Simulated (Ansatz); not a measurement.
Reaction (formal exchange of groups at a Ge–F bond): `[OH][GeH]([F])[GeH3]` + GeH₄ → `[OH][GeH]([GeH3])[GeH3]` + H–F

Isolated molecules relaxed with PBE0-D4/def2-TZVP in Ansatz; ΔE leaves out vibrations. CCSD(T)/CBS adds triple-zeta CCSD(T) − MP2 to the extrapolated MP2 energy (def2 sets, frozen cores). This one scheme is used for every species. DFT in def2-TZVPP. B3LYP here is the variant with VWN-RPA as its local correlation; programs differ in this. HSE06 is defined as in plane-wave codes. For Ge outer-core shells are correlated without core-valence functions, which leaves a few kJ/mol of doubt a bond. Scalar relativity is left out up to krypton. Each species was taken in one conformer, which may not be the lowest.

`[OH][GeH]([F])[GeH3]`:

Z-matrix (Å, degrees):
```
Ge
F 1 1.748
Ge 1 2.419 2 108.4
O 1 1.769 2 106.6 3 114.6
H 1 1.543 2 103.8 3 -128.6
H 3 1.534 1 109.1 2 -179.5
H 3 1.532 1 108.9 2 60.2
H 3 1.534 1 108.9 2 -60.0
H 4 0.961 1 113.4 2 66.2
```

GeH₄:

Z-matrix (Å, degrees):
```
Ge
H 1 1.534
H 1 1.534 2 109.5
H 1 1.534 2 109.5 3 -120.0
H 1 1.534 2 109.5 3 120.0
```

`[OH][GeH]([GeH3])[GeH3]`:

Cartesian coordinates in Å:
```
O -1.976 0.671 0.600
Ge -0.189 0.585 0.441
Ge 0.392 -1.519 1.494
Ge 0.422 0.697 -1.913
H -2.326 1.523 0.329
H 0.432 1.787 1.196
H 1.918 -1.709 1.432
H -0.281 -2.677 0.743
H -0.055 -1.532 2.963
H -0.193 1.950 -2.562
H -0.095 -0.544 -2.657
H 1.951 0.766 -2.066
```

H–F:

Z-matrix (Å, degrees):
```
F
H 1 0.920
```

| level | ΔE (kJ/mol) | difference from CCSD(T)/CBS |
| --- | --- | --- |
| LDA (SPW92) | 38.3 | -0.4 |
| PBE-D4 | 36.6 | -2.1 |
| revPBE-D4 | 37.1 | -1.6 |
| BLYP-D4 | 48.2 | 9.5 |
| r2SCAN-D4 | 49.6 | 10.9 |
| B97M-V | 65.2 | 26.5 |
| PBE0-D4 | 36.1 | -2.6 |
| B3LYP-D4 | 47.6 | 8.9 |
| r2SCANh-D4 | 47.6 | 8.9 |
| r2SCAN0-D4 | 45.2 | 6.5 |
| HSE06-D4 | 35.6 | -3.1 |
| BHLYP-D4 | 50.5 | 11.8 |
| CAM-B3LYP-D4 | 57.7 | 19.0 |
| ωB97X-V | 55.5 | 16.8 |
| ωB97M-V | 50.7 | 12.0 |
| B2PLYP | 53.8 | 15.1 |
| PBE-QIDH | 42.0 | 3.3 |
| PBE | 42.4 | 3.7 |
| revPBE | 44.3 | 5.6 |
| BLYP | 58.5 | 19.8 |
| r2SCAN | 51.3 | 12.6 |
| PBE0 | 41.4 | 2.7 |
| B3LYP | 56.8 | 18.1 |
| r2SCANh | 49.5 | 10.8 |
| r2SCAN0 | 47.3 | 8.6 |
| HSE06 | 40.9 | 2.2 |
| BHLYP | 61.0 | 22.3 |
| CAM-B3LYP | 63.7 | 25.0 |
| LC-ωPBE | 54.4 | 15.7 |
| HF/def2-SVP | 79.9 | 41.2 |
| MP2/def2-SVP | 63.9 | 25.2 |
| CCSD/def2-SVP | 65.9 | 27.2 |
| CCSD(T)/def2-SVP | 64.3 | 25.6 |
| SCS-MP2/def2-TZVPP | 50.7 | 12.0 |
| CCSD/def2-TZVPP | 46.2 | 7.5 |
| CCSD(T)/def2-TZVPP | 43.6 | 4.9 |
| MP2/def2-QZVPP | 38.8 | 0.1 |
| SCS-MP2/def2-QZVPP | 49.9 | 11.2 |
| MP2/CBS(def2) | 35.6 | -3.1 |
| CCSD/CBS(def2) | 41.3 | 2.6 |
| CCSD(T)/CBS | 38.7 | 0 |

Largest T1 diagnostic among the species: 0.012.

In def2-TZVPP, CCSD(T) changes the Hartree–Fock value by −31.1 kJ/mol (the triples alone add −2.6 kJ/mol) and MP2 by −34.1 kJ/mol. Leaving LDA and LC-ωPBE aside and taking each functional with its dispersion term where it has one, the values spread over 29.6 kJ/mol, from HSE06-D4 to B97M-V. LDA lies −4.1 kJ/mol from PBE without D4. From r2SCAN to r2SCAN0 (25 % exact exchange), in def2-TZVPP and without D4, ΔE moves by −4.0 kJ/mol.
